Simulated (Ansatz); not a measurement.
# GaH6ISi2: which of two structures lies lower

We compare X, a singlet given by its coordinates, with Y, `[SiH3][SiH2][GaH][I]`, a singlet. Both are isolated molecules in the gas phase, relaxed with B3LYP-D3(BJ)/def2-SVP; the shapes shown needn't be the lowest conformers.

X (Å):

```xyz
10

Ga   -0.4131   -1.6060   -2.2650
I     1.3783    0.9769   -2.0972
Si   -1.8455   -1.2531   -0.3555
Si    1.9430   -1.5120   -1.8375
H    -2.8698   -0.1990   -0.6200
H    -1.0366   -0.8478    0.8323
H    -2.5651   -2.5204   -0.0150
H    -0.8352   -1.7127   -3.7742
H     2.5271   -1.6395   -0.4720
H     3.0066   -1.7845   -2.8460
```

Close contacts (Å): Ga1–I2 3.15, Ga1–Si3 2.41, Ga1–Si4 2.40, I2–Si4 2.57, Ga1–H8 1.57, Si3–H5 1.49, Si3–H6 1.49, Si3–H7 1.50, Si4–H9 1.49, Si4–H10 1.49.

Y (Å):

```yaml
atoms:
  - { symbol: Ga, position_ang: [0.3871, 1.6159, -1.5259] }
  - { symbol: I, position_ang: [2.5648, 1.8066, -0.2363] }
  - { symbol: Si, position_ang: [-0.9632, 1.3946, 2.1261] }
  - { symbol: Si, position_ang: [-1.4987, 1.0270, -0.1335] }
  - { symbol: H, position_ang: [-0.5405, 2.8127, 2.3110] }
  - { symbol: H, position_ang: [0.1505, 0.4892, 2.5254] }
  - { symbol: H, position_ang: [-2.1505, 1.1251, 2.9908] }
  - { symbol: H, position_ang: [-2.7023, 1.8164, -0.5415] }
  - { symbol: H, position_ang: [-1.8057, -0.4199, -0.3642] }
  - { symbol: H, position_ang: [0.5418, 1.9077, -3.0619] }
```

Question: Estimate E(Y) − E(X) at the level CCSD(T)/def2-SVP + ΔMP2/def2-TZVPP.

Answer: Calculated at CCSD(T)/def2-SVP + ΔMP2/def2-TZVPP: E(Y) − E(X) = −43.0 kJ/mol, so structure Y lies lower.

Level by level:

```json
{"level": "B3LYP-D3(BJ)/def2-SVP", "geometry": "B3LYP-D3(BJ)/def2-SVP", "E(Y) − E(X) (kJ/mol)": "−50.0", "departure from the last row (kJ/mol)": "−7.0", "job, with rough time for the two": "optimisation, 4.2 min"}
{"level": "HF/def2-SVP", "geometry": "B3LYP-D3(BJ)/def2-SVP", "E(Y) − E(X) (kJ/mol)": "−68.3", "departure from the last row (kJ/mol)": "−25.3", "job, with rough time for the two": "part of the CCSD(T) run"}
{"level": "MP2/def2-SVP", "geometry": "B3LYP-D3(BJ)/def2-SVP", "E(Y) − E(X) (kJ/mol)": "−54.8", "departure from the last row (kJ/mol)": "−11.8", "job, with rough time for the two": "part of the CCSD(T) run"}
{"level": "CCSD(T)/def2-SVP", "geometry": "B3LYP-D3(BJ)/def2-SVP", "E(Y) − E(X) (kJ/mol)": "−55.4", "departure from the last row (kJ/mol)": "−12.4", "job, with rough time for the two": "single point"}
{"level": "CCSD(T)/def2-SVP + ΔMP2/def2-TZVPP", "geometry": "B3LYP-D3(BJ)/def2-SVP", "E(Y) − E(X) (kJ/mol)": "−43.0", "departure from the last row (kJ/mol)": "", "job, with rough time for the two": "single point, 82 s"}
```

None of the levels shown reverses the order. The largest departure from CCSD(T)/def2-SVP + ΔMP2/def2-TZVPP is that of HF/def2-SVP, 25.3 kJ/mol. Levels run at GFN2-xTB geometries aren't shown. The last row adds to CCSD(T) the change of the MP2 difference between the two basis sets, here +12.4 kJ/mol.

With harmonic frequencies from B3LYP-D3(BJ)/def2-SVP (ideal gas, rigid rotor, one conformer each, 298.15 K, 1 atm): on the last row, ΔE + ΔZPE = −42.7 kJ/mol. A mode under 50 cm⁻¹ makes harmonic enthalpies and free energies unreliable, so none is given.

The correlated steps freeze 23 core orbitals; the filled d shell of Ga and I is correlated, in a basis made for valence electrons. Atoms past krypton carry core potentials in the def2 sets and no spin–orbit term is included. Codes used: Ansatz 0.2.0; the last row on 2 threads of Arm Neoverse V1 on a shared host.
